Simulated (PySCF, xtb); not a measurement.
FH5N2Sn, SMILES [NH2][SnH]([F])[NH2].

GFN2-xTB (xtb) at its own geometry gives an orbital gap of 4.24 eV and a dipole moment of 3.05 D.

The structure is a stationary point at B3LYP-D3(BJ)/def2-SVP. The structure was generated by enumeration; whether it is a known compound was not checked. The def2 effective core potentials stand for the cores of Sn; spin–orbit coupling is left out. One conformer was computed; it need not be the lowest.

Task: What does PBE0/def2-TZVP (PySCF) give? (The exact figures need the calculation; the answer reports its results.)

Result: gap 7.01 eV (levels -7.71 and -0.71 eV), dipole 1.25 D.
